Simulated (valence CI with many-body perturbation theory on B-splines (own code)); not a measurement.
The numbers below are computed, except where a source is named.
# A CI+MBPT run for Bi51+

Level of theory: relativistic CI+MBPT: four valence electrons over a frozen Dirac-Fock core [Ar] 3d10, a basis of 11 s, 11 p, 10 d, 8 f, 5 g, 2 h functions for each j, with the one-electron correlation potential Σ1 (screened to all orders), the two-electron term Σ2, the three-electron term Σ3, Breit, model QED; selected single and double excitations, second order for the rest, scaled by the run's own slope (own B-spline code, finite nucleus).

Command, and the settings that its task file holds:

```sh
python run_cv.py task.json out
```

```
atom Bi  Z=83  mass_number=209  rms_radius_fm=5.5211
core [Ar] 3d10
valence 4s2 4p2
avg = 1
basis = M
breit = 1
cap = 32000
capref = 2000
cscale = 1
de = 0.0
dress = 0
eps = 2e-08
extrap = 1
h = 0.27
hh = 1
l2 = 3
lcore = 6
maxit = 60
n2 = 5
natural = 1
nlev = 150
nno = [5, 5, 5, 4, 2, 1]
nroot = 36
nsp = [6, 6, 5, 4, 3, 1]
pt2 = 1
qed = 1
rpa = 1
s1 = 1
s2 = 1
s3 = 1
screen = 1
tol = 2e-05
whole = 1
```

It took 2.4 min on 1 thread of Arm Neoverse V2, with other jobs on the host.

Log. The first blocks belong to the next ion, which gives the ionisation energy. Fields: 2J, parity (1 odd), roots, reference size, generating configurations, candidates as configurations/state functions, variational space P, stored matrix elements, Davidson steps; e2 is the range of second-order energies in hartree. The first line gives the box (bohr), its intervals, the orbitals and the steps of their self-consistent field. Window is the range of levels sought, series limit the energy at which the first omitted orbital would enter, core excitation an estimate of the first excitation out of the core, left out the lowest levels not solved, and shifts from estimates the range by which levels moved from their first estimate, all in cm⁻¹.

```
rmax 4.5 intervals 58 orbitals 83 references ['4s2 4p2', '4s 4p3', '4s2 4p 4d', '4p4', '4s2 4p 4f'] scf 3 t 1.4
2J=1 par=1 roots 2 ref 23 generators 5 cand 5827/8906 P 1872/2770 nnz 1.4e+06 it 5
2J=1 par=1 roots 2 ref 23 generators 9 cand 5312/8342 P 2525/3841 nnz 2.5e+06 it 4
   second order: generators 13 cand 6585/10166 e2 -0.00002 -0.00000
reference levels 1301, estimated 621, window 7353945 1/cm; series limit 18765072, core excitation 17431524
2J=0 par=0 roots 11 ref 43 generators 25 cand 32202/64407 P 4231/6400 nnz 2.7e+06 it 5
2J=0 par=0 roots 11 ref 43 generators 32 cand 31076/64141 P 12029/20300 nnz 2.3e+07 it 8
   second order: generators 40 cand 24740/54978 e2 -0.00005 -0.00000
2J=2 par=0 roots 18 ref 88 generators 25 cand 35166/177203 P 2007/6400 nnz 4.1e+06 it 6
2J=2 par=0 roots 18 ref 88 generators 36 cand 36083/189281 P 8637/31998 nnz 6.5e+07 it 9
   second order: generators 50 cand 35306/196019 e2 -0.00061 -0.00013
2J=4 par=0 roots 27 ref 127 generators 36 cand 35551/243636 P 2073/7226 nnz 5.2e+06 it 8
2J=4 par=0 roots 27 ref 127 generators 48 cand 40998/299287 P 7912/32000 nnz 6.4e+07 it 8
   second order: generators 72 cand 45251/366255 e2 -0.00179 -0.00033
2J=4 par=1 roots 27 ref 157 generators 29 cand 37223/259767 P 1750/6396 nnz 4.4e+06 it 9
2J=4 par=1 roots 27 ref 157 generators 50 cand 41150/299620 P 7675/31997 nnz 6.1e+07 it 9
   second order: generators 69 cand 46547/372537 e2 -0.00182 -0.00050
2J=2 par=1 roots 21 ref 119 generators 28 cand 35543/175962 P 2342/6399 nnz 3.8e+06 it 8
2J=2 par=1 roots 21 ref 119 generators 47 cand 38880/203414 P 9630/31999 nnz 5.7e+07 it 8
   second order: generators 60 cand 39399/221824 e2 -0.00121 -0.00020
2J=6 par=1 roots 24 ref 157 generators 26 cand 37451/296497 P 1719/6400 nnz 4.3e+06 it 12
2J=6 par=1 roots 24 ref 157 generators 45 cand 41294/344274 P 7520/31993 nnz 6e+07 it 11
   second order: generators 68 cand 48469/449270 e2 -0.00207 -0.00087
2J=0 par=1 roots 8 ref 44 generators 18 cand 27816/51607 P 4145/6399 nnz 2.9e+06 it 4
2J=0 par=1 roots 8 ref 44 generators 29 cand 32417/68295 P 12966/22470 nnz 2.6e+07 it 5
   second order: generators 39 cand 30029/67733 e2 -0.00007 -0.00001
2J=6 par=0 roots 19 ref 108 generators 23 cand 37237/295327 P 1706/7197 nnz 5.7e+06 it 5
2J=6 par=0 roots 19 ref 108 generators 36 cand 36669/293276 P 6821/31991 nnz 6.7e+07 it 11
   second order: generators 62 cand 47682/431050 e2 -0.00171 -0.00062
2J=8 par=1 roots 16 ref 129 generators 21 cand 36436/289473 P 1650/6389 nnz 4.3e+06 it 11
...
2J=10 par=0 roots 4 ref 52 generators 18 cand 29480/215912 P 6806/31994 nnz 8.1e+07 it 5
   second order: generators 32 cand 36493/313330 e2 -0.00032 -0.00011
2J=10 par=1 roots 7 ref 87 generators 14 cand 30966/230418 P 2128/6390 nnz 3.9e+06 it 6
2J=10 par=1 roots 7 ref 87 generators 27 cand 38311/305440 P 7356/31995 nnz 6.4e+07 it 7
   second order: generators 42 cand 38935/354402 e2 -0.00079 -0.00029
2J=12 par=1 roots 2 ref 46 generators 7 cand 19056/119668 P 2006/6396 nnz 4.9e+06 it 4
2J=12 par=1 roots 2 ref 46 generators 12 cand 25906/180572 P 5679/25903 nnz 6.4e+07 it 5
   second order: generators 22 cand 30421/236456 e2 -0.00013 -0.00012
left out: unestimated 10237767, estimated 7898577, shifts from estimates -17 to 81
operators 2.5
```

The Davidson iterations converged.

The last digits are not significant, and no measured levels were compared; by estimate large intervals hold to a few tenths of a per cent, small ones and those within an open d or f shell to about a per cent. Among the levels kept, up to 400 cm⁻¹ of a level comes from second order outside the variational space, and about a tenth of that is noise between levels of different J, which matters for small intervals.

| Property | Result |
| --- | --- |
| Valence energy | -476.6107 hartree |
| Ionisation energy | 3080.3 eV (NIST: 3078 ± 4 eV (theoretical)) |
| Reference configurations for the orbitals | 4s2 4p2, 4s 4p3, 4s2 4p 4d, 4p4, 4s2 4p 4f |
| Radial orbitals | 83 |
| Box radius | 4.461 bohr |
| Largest variational space | 32000 |
| Lowest levels | (4s^2 4p1/2^2) J=0 0.000, (4s^2 4p1/2 4p3/2) J=1 12.710, (4s^2 4p1/2 4p3/2) J=2 13.081, (4s 4p1/2^2 4p3/2) J=2 21.546, (4s 4p1/2^2 4p3/2) J=1 22.815, (4s^2 4p3/2^2) J=2 26.074, (4s^2 4p1/2 4d3/2) J=2 26.318, (4s^2 4p3/2^2) J=0 26.874, (4s^2 4p1/2 4d3/2) J=1 27.946, (4s^2 4p1/2 4d5/2) J=2 29.856, (4s^2 4p1/2 4d5/2) J=3 29.939, (4s 4p1/2 4p3/2^2) J=2 [a] 33.983, (4s 4p1/2 4p3/2^2) J=3 34.731, (4s 4p1/2 4p3/2^2) J=0 35.217 Ry |

Levels are named by their leading jj configuration (3d3/2^4 stands for four electrons in 3d with j = 3/2), which in mixed levels can hold well under half, so a name can repeat and another be missing. Letters in brackets count levels of one name in rising energy.
